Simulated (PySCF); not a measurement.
## Ar+ (argon, charge +1): r2SCAN calculation

Configuration: [Ne] 3s1 3p6, 2S determinant (an excited configuration). All numbers are calculated (PySCF 2.14, the spin-free X2C one-electron Hamiltonian (Gaussian nucleus), in x2c-QZVPPall).

| Item | Value |
| --- | --- |
| Total energy | -528.1889 hartree |
| One-electron energy | -720.8610 hartree |
| Hartree (Coulomb) energy | 223.2233 hartree |
| Exchange-correlation energy | -30.5512 hartree |
| ⟨S²⟩ | 0.7530 |
| ⟨L²⟩ | 0.000 |
| Sum of ⟨r⟩ | 13.88 bohr |
| Sum of ⟨r²⟩ | 20.48 bohr² |
| Langevin diamagnetic susceptibility | -16.2 ×10⁻⁶ cm³/mol |

```json
{"shell": "1s α", "electrons": "1", "mean orbital energy (hartree)": "-115.76689", "rms radius, mean of both spins (bohr)": "0.0993"}
{"shell": "1s β", "electrons": "1", "mean orbital energy (hartree)": "-115.75466", "rms radius, mean of both spins (bohr)": "0.0993"}
{"shell": "2s α", "electrons": "1", "mean orbital energy (hartree)": "-11.68592", "rms radius, mean of both spins (bohr)": "0.449"}
{"shell": "2s β", "electrons": "1", "mean orbital energy (hartree)": "-11.67642", "rms radius, mean of both spins (bohr)": "0.449"}
{"shell": "2p α", "electrons": "3", "mean orbital energy (hartree)": "-9.14164", "rms radius, mean of both spins (bohr)": "0.419"}
{"shell": "2p β", "electrons": "3", "mean orbital energy (hartree)": "-9.12945", "rms radius, mean of both spins (bohr)": "0.419"}
{"shell": "3s α", "electrons": "1", "mean orbital energy (hartree)": "-1.44652", "rms radius, mean of both spins (bohr)": "1.46"}
{"shell": "3p α", "electrons": "3", "mean orbital energy (hartree)": "-0.87741", "rms radius, mean of both spins (bohr)": "1.68"}
{"shell": "3p β", "electrons": "3", "mean orbital energy (hartree)": "-0.82025", "rms radius, mean of both spins (bohr)": "1.68"}
```

Densities and radii are taken from the X2C orbitals without a picture-change correction, which distorts them close to the nucleus.
